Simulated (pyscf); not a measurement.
**H₃Si–SiH(Cl)–Cl (SMILES [SiH3][SiH](Cl)Cl), singlet**

Gas-phase minimum from PySCF at ωB97X-D3(BJ)/def2-SVP, one conformer. 

```xyz
8

Si     0.3279     0.3986     0.1191
Si    -1.6176    -0.2317    -0.9799
Cl    -1.6378    -2.2923    -1.0905
Cl    -3.2169     0.4020     0.1599
H      0.3060    -0.2370     1.4659
H      0.3711     1.8825     0.2555
H      1.5154    -0.0732    -0.6487
H     -1.7984     0.2996    -2.3525
```
Charge 0, spin multiplicity 1.

Bonds (Å): Si1–Si2 2.322, Si1–H5 1.489, Si1–H6 1.491, Si1–H7 1.491, Si2–Cl3 2.064, Si2–Cl4 2.064, Si2–H8 1.483. Bond angles (°): Si2–Si1–H5 107.5, Si2–Si1–H6 109.7, Si2–Si1–H7 109.7, H5–Si1–H6 110.0, H5–Si1–H7 110.0, H6–Si1–H7 109.8, Si1–Si2–Cl3 107.7, Si1–Si2–Cl4 107.7, Si1–Si2–H8 116.3, Cl3–Si2–Cl4 109.2, Cl3–Si2–H8 107.9, Cl4–Si2–H8 107.9.

Properties at ωB97X-D3(BJ)/def2-SVP:

```
Item                                                                                                                                                                                                              Value
---------------------------------------------------------------------------------------------------------------------  ------------------------------------------------------------------------------------------------
Harmonic wavenumbers, unscaled                                                                                         99, 120, 143, 192, 419, 520, 531, 563, 605, 778, 817, 897, 946, 948, 2256, 2265, 2273, 2291 cm⁻¹
Zero-point energy                                                                                                                                                                                         23.8 kcal/mol
Rotational symmetry number                                                                                                                                                                                            1
Entropy of this conformer at 298 K and 1 atm, rigid rotor and harmonic oscillator, modes under 100 cm⁻¹ raised to 100                                                                                   352.8 J/(mol K)
Dipole moment                                                                                                                                                                                                    1.65 D
```

Single-point totals, which compare only within one level (frozen core for MP2 and CC):

```
level                   total energy (hartree)
----------------------  ----------------------
ωB97X-D3(BJ)/def2-TZVP             -1502.00646
PBE/def2-TZVP                      -1501.24871
r²SCAN/def2-TZVP                   -1501.81869
B3LYP-D3(BJ)/def2-TZVP             -1502.02238
PBE0-D3(BJ)/def2-TZVP              -1501.39268
M06-2X/def2-TZVP                   -1501.85422
ωB97M-D3(BJ)/def2-TZVP             -1502.11586
HF/def2-TZVPP                      -1499.34297
MP2/def2-TZVPP                     -1499.96602
CCSD/def2-TZVPP                    -1500.03128
CCSD(T)/def2-TZVPP                 -1500.05929
```

Soft torsions are taken as harmonic, which can shift the entropy by several J/(mol K). The CCSD(T) − MP2 part came from Ansatz, without density fitting, on the same reference.
